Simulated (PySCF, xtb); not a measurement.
3-chloro-1,1-difluoropropa-1,2-diene (C3HClF2), SMILES FC(F)=C=CCl.

Geometry optimised at B3LYP-D3(BJ)/def2-SVP.

Computed with IEF-PCM-PBE0/def2-SVP (PySCF).

The values are the electrostatic part of the solvation free energy, E(continuum) − E(gas) at the gas-phase geometry, in a cavity of scaled van der Waals radii (PySCF's table); cavitation and dispersion terms are not included. In vacuum the orbital gap is 6.77 eV. The dipole moment in vacuum is 1.16 D.

```json
[
 {"solvent": "water", "ε": "78.36", "ΔG(elec) (kcal/mol)": "-1.8", "dipole (D)": "1.49", "gap (eV)": "6.79"},
 {"solvent": "dimethylsulfoxide", "ε": "46.83", "ΔG(elec) (kcal/mol)": "-1.7", "dipole (D)": "1.49", "gap (eV)": "6.79"},
 {"solvent": "1-octanol", "ε": "9.86", "ΔG(elec) (kcal/mol)": "-1.5", "dipole (D)": "1.44", "gap (eV)": "6.79"}
]
```

For comparison, GFN2-xTB/ALPB(water) (xtb, at the GFN2-xTB geometry, all terms of that model) gives -1.6 kcal/mol.
